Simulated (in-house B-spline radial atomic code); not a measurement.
Ionising Pt⁸⁺ with different functionals

Computed with an all-electron radial atomic-structure program (B-spline basis): four-component Dirac-Coulomb Hamiltonian, Fermi nucleus of rms radius 5.427 fm, spin-restricted, spherical fractional occupations for the functionals, and exact exchange of hybrids averaged over the configuration. The ionisation energy is the difference of two self-consistent energies, [Xe] 4f14 5d2 → [Xe] 4f14 5d1, without Breit or QED terms; ε is the level of the shell that loses the electron (mean over j). The electron is taken from both j subshells in proportion to 2j + 1, so the result is a j average, not the step between ground levels.

```tsv
method	rung	ΔSCF (eV)	-ε(5d) (eV)
BHandHLYP	global hybrid	125.49	121.34
PBE0	global hybrid	125.50	119.06
CAM-B3LYP	range-separated hybrid	125.58	120.62
LC-wPBE	range-separated hybrid	125.42	121.84
```

Task: Among the functionals, which spreads more, the ΔSCF values or the orbital energies?

Result: The orbital energies: ΔSCF values span about 0.16 eV and the orbital energies 2.78 eV; here energy differences depend much less on the functional than eigenvalues do.

Task: How do they compare with the NIST value?

Result: NIST lists 126 eV ± 2.2 (tabulated theory, ground level to ground level). Errors run from -0.58 to -0.42 eV; all lie within about twice that uncertainty, so the table can't rank the methods.
